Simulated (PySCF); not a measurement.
CH₅GaO₂, singlet, geometry from GFN2-xTB (such geometries of metal compounds can be far from the true shape), with bond 2-1 at 1.4 times its length; SA2-CASSCF(6,6)/STO-3G run with PySCF.

Here is a job for PySCF.
```python
from pyscf import gto, scf, mcscf
import numpy

mol = gto.Mole()
mol.atom = '''
    Ga   -0.303291   -0.017159    0.558204
    H    -1.950261   -0.994603    1.436028
    O     0.807458    1.145157    1.191382
    H     0.924458    1.584159    2.029008
    O    -0.199062   -0.597864   -1.062153
    C     0.505990   -0.527583   -2.285787
    H     0.891174   -1.520720   -2.531521
    H    -0.179616   -0.202573   -3.072797
    H     1.342585    0.173549   -2.233360
'''
mol.basis = 'sto-3g'
mol.charge = 0
mol.spin = 0
mol.verbose = 4
mol.build()

mf = scf.RHF(mol)
mf.kernel()
mc = mcscf.CASSCF(mf, 6, 6)
mc.fix_spin_(ss=0.0)
mc = mc.state_average_([0.5, 0.5])
mc.kernel()
```

The log (banner, timings and long lists left out):

```
PySCF version 2.14.0

[INPUT] verbose = 4
[INPUT] num. atoms = 9
[INPUT] num. electrons = 58
[INPUT] charge = 0
[INPUT] spin (= nelec alpha-beta = 2S) = 0
[INPUT] symmetry False subgroup None
[INPUT] Mole.unit = angstrom
[INPUT] Symbol           X                Y                Z      unit          X                Y                Z       unit  Magmom
[...]
nuclear repulsion = 278.047554858761
number of shells = 22
number of NR pGTOs = 114
number of NR cGTOs = 38
basis = sto-3g
ecp = {}

******** <class 'pyscf.scf.hf.RHF'> ********
method = RHF
initial guess = minao
damping factor = 0
level_shift factor = 0
DIIS = <class 'pyscf.scf.diis.CDIIS'>
diis_start_cycle = 1
diis_space = 8
diis_damp = 0
SCF conv_tol = 1e-09
SCF conv_tol_grad = None
SCF max_cycles = 50
direct_scf = True
direct_scf_tol = 1e-13
Set gradient conv threshold to 3.16228e-05
Initial guess from minao.
init E= -2086.55722677206
[...]
cycle= 1 E= -2088.54448506512  delta_E= -1.99  |g|= 0.736  |ddm|= 3.43
[...]
cycle= 2 E= -2088.7859493815  delta_E= -0.241  |g|= 0.229  |ddm|= 1.65
[...]
cycle= 3 E= -2088.80765978217  delta_E= -0.0217  |g|= 0.0573  |ddm|= 0.403
[...]
cycle= 4 E= -2088.8092844136  delta_E= -0.00162  |g|= 0.0147  |ddm|= 0.108
[...]
cycle= 5 E= -2088.80949600465  delta_E= -0.000212  |g|= 0.00536  |ddm|= 0.0537
[...]
cycle= 6 E= -2088.80953142585  delta_E= -3.54e-05  |g|= 0.00247  |ddm|= 0.0216
[...]
cycle= 7 E= -2088.80954133898  delta_E= -9.91e-06  |g|= 0.00111  |ddm|= 0.0128
[...]
cycle= 8 E= -2088.80954385458  delta_E= -2.52e-06  |g|= 0.000441  |ddm|= 0.00771
[...]
cycle= 9 E= -2088.80954417948  delta_E= -3.25e-07  |g|= 0.000157  |ddm|= 0.00251
[...]
cycle= 10 E= -2088.80954422825  delta_E= -4.88e-08  |g|= 5.48e-05  |ddm|= 0.00106
[...]
cycle= 11 E= -2088.80954423329  delta_E= -5.04e-09  |g|= 2.19e-05  |ddm|= 0.00029
[...]
cycle= 12 E= -2088.80954423419  delta_E= -8.97e-10  |g|= 7.39e-06  |ddm|= 0.000138
[...]
Extra cycle  E= -2088.80954423426  delta_E= -6.87e-11  |g|= 4.45e-06  |ddm|= 2.08e-05
converged SCF energy = -2088.80954423426

******** <class 'pyscf.mcscf.addons.StateAverageCASSCF'> ********
CAS (3e+3e, 6o), ncore = 26, nvir = 6
max_cycle_macro = 50
max_cycle_micro = 4
conv_tol = 1e-07
conv_tol_grad = None
orbital rotation max_stepsize = 0.02
orbital rotation threshold for CI restart = 0.01
augmented hessian ah_max_cycle = 30
augmented hessian ah_conv_tol = 1e-12
augmented hessian ah_linear dependence = 1e-14
augmented hessian ah_level shift = 1e-08
augmented hessian ah_start_tol = 2.5
augmented hessian ah_start_cycle = 3
augmented hessian ah_grad_trust_region = 3
kf_trust_region = 3
kf_interval = 4
ci_response_space = 4
ci_grad_trust_region = 3
with_dep4 0
natorb = False
canonicalization = True
sorting_mo_energy = False
ao2mo_level = 2
internal_rotation = False
******** <class 'pyscf.mcscf.addons.StateAverageSpinPenaltyFCISolver'> ********
max. cycles = 50
conv_tol = 1e-08
davidson only = True
linear dependence = 1e-12
level shift = 0.001
max iter space = 12
nroots = 2
pspace_size = 400
spin = None
State-average over 2 states with weights [0.5, 0.5]
CASCI E = -2088.76136453698  S^2 = 0.0000000
Set conv_tol_grad to 0.000316228
macro iter   1 ( 21 JK    4 micro), CASSCF E = -2088.80961801583  dE = -4.82534788e-02  S^2 = 0.0000000
               |grad[o]|=0.131  |ddm|=0.286  |maxRot[o]|=0.267
macro iter   2 ( 21 JK    4 micro), CASSCF E = -2088.82157652630  dE = -1.19585105e-02  S^2 = 0.0000000
               |grad[o]|=0.0812  |ddm|=0.104  |maxRot[o]|=0.111
macro iter   3 ( 21 JK    4 micro), CASSCF E = -2088.82732267435  dE = -5.74614805e-03  S^2 = 0.0000000
               |grad[o]|=0.0431  |ddm|=0.0923  |maxRot[o]|=0.105
macro iter   4 ( 21 JK    4 micro), CASSCF E = -2088.83667991461  dE = -9.35724026e-03  S^2 = 0.0000000
               |grad[o]|=0.0315  |ddm|=0.0881  |maxRot[o]|=0.157
macro iter   5 ( 21 JK    4 micro), CASSCF E = -2088.84992376174  dE = -1.32438471e-02  S^2 = 0.0000000
               |grad[o]|=0.0325  |ddm|=0.0545  |maxRot[o]|=0.198
macro iter   6 ( 21 JK    4 micro), CASSCF E = -2088.85750761647  dE = -7.58385473e-03  S^2 = 0.0000000
               |grad[o]|=0.0281  |ddm|=0.0447  |maxRot[o]|=0.156
macro iter   7 ( 21 JK    4 micro), CASSCF E = -2088.85938741505  dE = -1.87979857e-03  S^2 = 0.0000000
               |grad[o]|=0.0138  |ddm|=0.0284  |maxRot[o]|=0.104
macro iter   8 ( 21 JK    4 micro), CASSCF E = -2088.86070260855  dE = -1.31519350e-03  S^2 = 0.0000000
               |grad[o]|=0.0151  |ddm|=0.0194  |maxRot[o]|=0.175
macro iter   9 ( 21 JK    4 micro), CASSCF E = -2088.86120873228  dE = -5.06123738e-04  S^2 = 0.0000000
               |grad[o]|=0.0113  |ddm|=0.0121  |maxRot[o]|=0.143
macro iter  10 ( 21 JK    4 micro), CASSCF E = -2088.86136457501  dE = -1.55842725e-04  S^2 = 0.0000000
               |grad[o]|=0.00686  |ddm|=0.00576  |maxRot[o]|=0.0493
macro iter  11 (  7 JK    2 micro), CASSCF E = -2088.86173384832  dE = -3.69273313e-04  S^2 = 0.0000000
               |grad[o]|=0.00475  |ddm|=0.0113  |maxRot[o]|=0.0699
macro iter  12 (  7 JK    2 micro), CASSCF E = -2088.86212147306  dE = -3.87624737e-04  S^2 = 0.0000000
               |grad[o]|=0.00321  |ddm|=0.0114  |maxRot[o]|=0.0699
macro iter  13 (  7 JK    2 micro), CASSCF E = -2088.86250872062  dE = -3.87247562e-04  S^2 = 0.0000000
               |grad[o]|=0.00368  |ddm|=0.0113  |maxRot[o]|=0.0699
macro iter  14 (  7 JK    2 micro), CASSCF E = -2088.86290294750  dE = -3.94226875e-04  S^2 = 0.0000000
               |grad[o]|=0.00515  |ddm|=0.0112  |maxRot[o]|=0.0699
macro iter  15 (  7 JK    2 micro), CASSCF E = -2088.86331853769  dE = -4.15590200e-04  S^2 = 0.0000000
               |grad[o]|=0.00666  |ddm|=0.0112  |maxRot[o]|=0.0699
macro iter  16 (  7 JK    2 micro), CASSCF E = -2088.86375926171  dE = -4.40724016e-04  S^2 = 0.0000000
               |grad[o]|=0.00796  |ddm|=0.0112  |maxRot[o]|=0.0699
macro iter  17 ( 21 JK    4 micro), CASSCF E = -2088.86361871031  dE =  1.40551397e-04  S^2 = 0.0000000
[...]
macro iter  19 ( 21 JK    4 micro), CASSCF E = -2088.86411144147  dE = -1.12787266e-04  S^2 = 0.0000000
               |grad[o]|=0.00532  |ddm|=0.00905  |maxRot[o]|=0.031
macro iter  20 ( 21 JK    4 micro), CASSCF E = -2088.86411108436  dE =  3.57104909e-07  S^2 = 0.0000000
               |grad[o]|=0.00462  |ddm|=0.00969  |maxRot[o]|=0.016
macro iter  21 ( 21 JK    4 micro), CASSCF E = -2088.86439875794  dE = -2.87673580e-04  S^2 = 0.0000000
               |grad[o]|=0.00345  |ddm|=0.00482  |maxRot[o]|=0.0582
macro iter  22 ( 21 JK    4 micro), CASSCF E = -2088.86449151219  dE = -9.27542433e-05  S^2 = 0.0000000
               |grad[o]|=0.00411  |ddm|=0.00875  |maxRot[o]|=0.0242
macro iter  23 ( 21 JK    4 micro), CASSCF E = -2088.86445736089  dE =  3.41513023e-05  S^2 = 0.0000000
               |grad[o]|=0.00388  |ddm|=0.0105  |maxRot[o]|=0.0176
macro iter  24 ( 21 JK    4 micro), CASSCF E = -2088.86486039292  dE = -4.03032030e-04  S^2 = 0.0000000
               |grad[o]|=0.00337  |ddm|=0.00529  |maxRot[o]|=0.0556
macro iter  25 ( 21 JK    4 micro), CASSCF E = -2088.86499152839  dE = -1.31135479e-04  S^2 = 0.0000000
               |grad[o]|=0.00389  |ddm|=0.011  |maxRot[o]|=0.0239
macro iter  26 ( 21 JK    4 micro), CASSCF E = -2088.86488650778  dE =  1.05020614e-04  S^2 = 0.0000000
               |grad[o]|=0.00374  |ddm|=0.0104  |maxRot[o]|=0.027
macro iter  27 ( 21 JK    4 micro), CASSCF E = -2088.86513731931  dE = -2.50811528e-04  S^2 = 0.0000000
               |grad[o]|=0.00363  |ddm|=0.00786  |maxRot[o]|=0.0323
macro iter  28 ( 21 JK    4 micro), CASSCF E = -2088.86523868245  dE = -1.01363141e-04  S^2 = 0.0000000
               |grad[o]|=0.00374  |ddm|=0.00799  |maxRot[o]|=0.0259
macro iter  29 ( 21 JK    4 micro), CASSCF E = -2088.86519801971  dE =  4.06627437e-05  S^2 = 0.0000000
               |grad[o]|=0.00383  |ddm|=0.00969  |maxRot[o]|=0.0115
macro iter  30 ( 21 JK    4 micro), CASSCF E = -2088.86546105060  dE = -2.63030891e-04  S^2 = 0.0000000
               |grad[o]|=0.00394  |ddm|=0.0084  |maxRot[o]|=0.0322
macro iter  31 ( 21 JK    4 micro), CASSCF E = -2088.86599822481  dE = -5.37174209e-04  S^2 = 0.0000000
               |grad[o]|=0.00393  |ddm|=0.00704  |maxRot[o]|=0.0638
macro iter  32 ( 21 JK    4 micro), CASSCF E = -2088.86603033589  dE = -3.21110883e-05  S^2 = 0.0000000
               |grad[o]|=0.00405  |ddm|=0.00998  |maxRot[o]|=0.0384
macro iter  33 ( 21 JK    4 micro), CASSCF E = -2088.86603020900  dE =  1.26895884e-07  S^2 = 0.0000000
               |grad[o]|=0.0041  |ddm|=0.0108  |maxRot[o]|=0.0316
macro iter  34 ( 21 JK    4 micro), CASSCF E = -2088.86638377775  dE = -3.53568748e-04  S^2 = 0.0000000
               |grad[o]|=0.00432  |ddm|=0.00885  |maxRot[o]|=0.0463
macro iter  35 ( 21 JK    4 micro), CASSCF E = -2088.86686122389  dE = -4.77446147e-04  S^2 = 0.0000000
               |grad[o]|=0.00419  |ddm|=0.0168  |maxRot[o]|=0.0692
macro iter  36 ( 21 JK    4 micro), CASSCF E = -2088.86705898317  dE = -1.97759276e-04  S^2 = 0.0000000
               |grad[o]|=0.00413  |ddm|=0.00757  |maxRot[o]|=0.047
macro iter  37 ( 21 JK    4 micro), CASSCF E = -2088.86726443654  dE = -2.05453375e-04  S^2 = 0.0000000
               |grad[o]|=0.00389  |ddm|=0.00934  |maxRot[o]|=0.0497
macro iter  38 ( 21 JK    4 micro), CASSCF E = -2088.86748262650  dE = -2.18189956e-04  S^2 = 0.0000000
               |grad[o]|=0.00382  |ddm|=0.0119  |maxRot[o]|=0.0492
macro iter  39 (  7 JK    2 micro), CASSCF E = -2088.86802597912  dE = -5.43352625e-04  S^2 = 0.0000000
               |grad[o]|=0.00371  |ddm|=0.0112  |maxRot[o]|=0.0669
macro iter  40 ( 20 JK    4 micro), CASSCF E = -2088.86809161019  dE = -6.56310672e-05  S^2 = 0.0000000
               |grad[o]|=0.00269  |ddm|=0.017  |maxRot[o]|=0.0418
macro iter  41 ( 20 JK    4 micro), CASSCF E = -2088.86821243068  dE = -1.20820493e-04  S^2 = 0.0000000
               |grad[o]|=0.0031  |ddm|=0.0141  |maxRot[o]|=0.025
macro iter  42 ( 21 JK    4 micro), CASSCF E = -2088.86830090662  dE = -8.84759356e-05  S^2 = 0.0000000
               |grad[o]|=0.00269  |ddm|=0.0159  |maxRot[o]|=0.0294
macro iter  43 ( 21 JK    4 micro), CASSCF E = -2088.86832740931  dE = -2.65026943e-05  S^2 = 0.0000000
               |grad[o]|=0.00237  |ddm|=0.0101  |maxRot[o]|=0.0227
macro iter  44 ( 21 JK    4 micro), CASSCF E = -2088.86833317287  dE = -5.76355478e-06  S^2 = 0.0000000
               |grad[o]|=0.00196  |ddm|=0.0089  |maxRot[o]|=0.00729
macro iter  45 ( 21 JK    4 micro), CASSCF E = -2088.86833741282  dE = -4.23994970e-06  S^2 = 0.0000000
               |grad[o]|=0.00186  |ddm|=0.00852  |maxRot[o]|=0.00455
macro iter  46 ( 21 JK    4 micro), CASSCF E = -2088.86834029106  dE = -2.87823968e-06  S^2 = 0.0000000
               |grad[o]|=0.00186  |ddm|=0.00837  |maxRot[o]|=0.00389
macro iter  47 ( 21 JK    4 micro), CASSCF E = -2088.86834254397  dE = -2.25291387e-06  S^2 = 0.0000000
               |grad[o]|=0.00187  |ddm|=0.00815  |maxRot[o]|=0.00331
macro iter  48 ( 21 JK    4 micro), CASSCF E = -2088.86834433275  dE = -1.78878008e-06  S^2 = 0.0000000
               |grad[o]|=0.00189  |ddm|=0.00797  |maxRot[o]|=0.00281
macro iter  49 ( 21 JK    4 micro), CASSCF E = -2088.86834571143  dE = -1.37867801e-06  S^2 = 0.0000000
               |grad[o]|=0.0019  |ddm|=0.00781  |maxRot[o]|=0.00241
macro iter  50 ( 21 JK    4 micro), CASSCF E = -2088.86834682772  dE = -1.11628651e-06  S^2 = 0.0000000
               |grad[o]|=0.00192  |ddm|=0.00768  |maxRot[o]|=0.00206
1-step CASSCF not converged,  50 macro (950 JK 186 micro) steps
CASSCF canonicalization
Density matrix diagonal elements [1.98348826 1.70099596 1.42849776 0.51409148 0.33276538 0.04016116]
CASSCF energy = -2088.86834682772
CASCI E = -2088.86834682772  E(CI) = -8.12462414049196  S^2 = 0.0000000
CASCI state-averaged energy = -2088.86834682772
CASCI energy for each state
  State 0 weight 0.5  E = -2088.88267774429 S^2 = 0.0000000
  State 1 weight 0.5  E = -2088.85401591114 S^2 = 0.0000000
```

The run did not converge; its last values are not results.
